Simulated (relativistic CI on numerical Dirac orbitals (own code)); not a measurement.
# W⁵⁺: 4d photoemission

Computed with this model: Dirac-Coulomb-Breit CI, KLI orbitals optimised for each configuration, a model potential for QED, valence Slater integrals scaled by 0.7, multiplet model of photoemission in the sudden approximation; configurations [Xe] 4f14 5d → [Kr] 4d9 4f14 5s2 5p6 5d; 300 K; Lorentzian 3.5 eV and Gaussian 0.6 eV FWHM. Energies are those of the free ion, without screening or charge transfer. The energies are binding energies and can lie tens of eV above those of solids. S is read from ⟨S²⟩ = S(S + 1).

free ion: ground-state S = 0.50, centroid 323.23 eV. Peaks (eV, height): 318.2 (100), 330.6 (65).

Strongest unbroadened transitions for free ion:

```tsv
Energy (eV)	Relative strength
317.45	31.1
318.00	100.0
318.21	54.1
318.53	77.4
318.98	2.6
319.61	1.1
319.64	2.0
319.81	0.9
322.02	0.8
330.40	31.4
330.44	77.7
331.13	55.6
331.41	2.3
331.74	0.0
331.98	0.5
332.26	0.8
333.78	10.4
```
